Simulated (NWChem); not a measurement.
System: TiCl$_{4}$, triplet; SMILES of the neutral closed-shell parent [Cl][Ti]([Cl])([Cl])[Cl]

Input file for NWChem:

```
start job
memory heap 200 mb stack 900 mb global 1100 mb
geometry units angstroms noautoz
  Ti    -0.044603     0.310190     0.157464
  Cl     1.394995    -1.045811    -1.154104
  Cl     0.594903     0.595918     2.229432
  Cl    -0.972913     1.965750    -0.928582
  Cl    -0.972360    -1.826058    -0.304243
end
basis spherical
  Ti library def2-svp
  Cl library def2-svp
end
dft
  odft
  mult 3
  xc mn15
  iterations 150
  mulliken
end
task dft energy
```

Structure relaxed at the PBE0/def2-SVP, spin-unrestricted level. Not confirmed as a minimum by frequencies. This spin state was assumed; another may lie lower. No stability test was run on the SCF state.

Q: Give the results of this calculation. (MN15/def2-SVP, spin-unrestricted.) Quantities: energy (Ha); highest occupied level (eV); lowest empty minus highest occupied level, either spin (eV); dipole (D); <S²>.

A: 
```yaml
energy (Ha): -2689.20
highest occupied level (eV): -8.29
lowest empty minus highest occupied level, either spin (eV): 2.77
dipole (D): 0.61
"<S²>": 2.01
```
